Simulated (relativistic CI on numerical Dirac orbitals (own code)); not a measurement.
Fe4+ in a cubic cluster: 1s photoemission with charge transfer

Computed with a charge-transfer multiplet model of a cubic metal-ligand cluster with up to 2 ligand holes, Slater and spin-orbit integrals from Dirac-Coulomb-Breit ions, Slater integrals scaled by 0.8. The ground state mixes d4 with configurations of k ligand holes L, whose averages lie at kΔ + k(k − 1)U_dd/2; a core hole lowers each added d electron by U_cd. 300 K, Lorentzian 1.1 eV and Gaussian 0.6 eV FWHM.

Atomic integrals in eV (Slater integrals scaled, ζ unscaled), ground: F2dd 10.374, F4dd 6.521, zeta_d 0.064; with the core hole: F2dd 11.650, F4dd 7.350, zeta_d 0.091, G2cd 0.067.

Cluster parameters (eV): U_dd = 5.6, U_cd = 6.4, 10Dq = 0.5, 10Dq(ligand) = 0.5, V(eg) = 3.55, V(t2g) = -1.88, final-state hopping factor = 0.9.

| Case | n_d | d4 | d5L | d6L2 | S |
| --- | --- | --- | --- | --- | --- |
| Δ = 1.1 eV | 4.81 | 0.32 | 0.55 | 0.13 | 2.00 |
| Δ = 3.1 eV | 4.67 | 0.42 | 0.49 | 0.09 | 2.00 |
| Δ = 4.1 eV | 4.60 | 0.47 | 0.46 | 0.07 | 2.00 |

Weights, n_d and S are thermal averages at 300 K. Binding energies count from the first peak over 30 % of the highest in each spectrum, which can be another peak from case to case. The parameters are a model scan and need not match a compound or its usual spin state. Peaks in eV (height, largest 100):
- Δ = 1.1 eV: 0.0 (100), 12.1 (9)
- Δ = 3.1 eV: 0.0 (100), 12.0 (10)
- Δ = 4.1 eV: 0.0 (100), 5.5 (5), 11.8 (10)

For the case Δ = 1.1 eV, Δ = 1.1 eV is smaller than U_dd = 5.6 eV, the charge-transfer side of the Zaanen-Sawatzky-Allen scheme. With the core hole the configuration with one ligand hole lies at Δ − U_cd = -5.3, -3.3, -2.3 eV from the one without, in the order of the table; where this is negative the screened configuration lies lower, though the effective hopping of about 5.6 eV (from the holes of the mixed ground state) mixes the two strongly wherever it is as large as the gap.

With at most 2 ligand holes the space is cut while the next configuration still counts, so covalency is underestimated, and a final configuration with one more ligand hole, which can lie low, is missing from the spectra.
